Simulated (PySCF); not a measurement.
Start geometry of `Fc1cc[b-](C(F)(F)F)cc1` from GFN2-xTB (Å):
```
atom  x, y, z in Å
F1     3.4386   -0.2685   -0.4151
C2     2.0598   -0.1602   -0.2544
C3     1.5271    1.1025   -0.0726
C4     0.1623    1.2619    0.0934
B5    -0.7183    0.0577    0.0720
C6    -2.3185    0.1810    0.2891
F7    -3.0708   -0.7778   -0.3338
F8    -2.8798    1.3537   -0.1386
F9    -2.7186    0.0969    1.5998
C10   -0.0625   -1.2670   -0.1313
C11    1.3116   -1.3222   -0.2880
H12    2.2086    1.9478   -0.0643
H13   -0.1893    2.2820    0.2296
H14   -0.5891   -2.2179   -0.1697
H15    1.8345   -2.2620   -0.4379
```

Question: What comes out of this run: PBE0-D3(BJ)/def2-SVP geometry optimisation, gas phase (PySCF 2.14.0)?

Answer: 
```
atom  x, y, z in Å
F1     3.433   -0.243   -0.402
C2     2.081   -0.145   -0.248
C3     1.520    1.120   -0.090
C4     0.139    1.276    0.068
B5    -0.743    0.056    0.068
C6    -2.332    0.158    0.291
F7    -3.034   -0.902   -0.193
F8    -2.909    1.247   -0.284
F9    -2.696    0.235    1.604
C10   -0.061   -1.272   -0.110
C11    1.328   -1.316   -0.262
H12    2.210    1.974   -0.100
H13   -0.232    2.304    0.180
H14   -0.594   -2.231   -0.138
H15    1.876   -2.258   -0.399
```

The energy falls by 0.059 eV over 9 energy and gradient evaluations, the largest force component goes from 0.0288 to 4.2e-04 Eh/bohr, and the atoms move by 0.063 Å rms after alignment. The bond that changes most is F1–C2 (aryl fluorine to aromatic C–F carbon), which shortens by 0.028 Å. Bonds longer at the end by more than 0.005 Å: 10 of 15; shorter: 5. Rotational constants go from 2775, 555.6, 503.5 to 2759, 557.2, 504.3 MHz. The orientation of the end geometry is arbitrary; only internal coordinates are fixed.

The run used 174 basis functions and 60 SCF cycles in all. The run took about 5 min of CPU time (one thread, shared machine).

Not checked by PBE0-D3(BJ)/def2-SVP frequencies. The geometry's basis has no diffuse functions, a weakness for an anion.
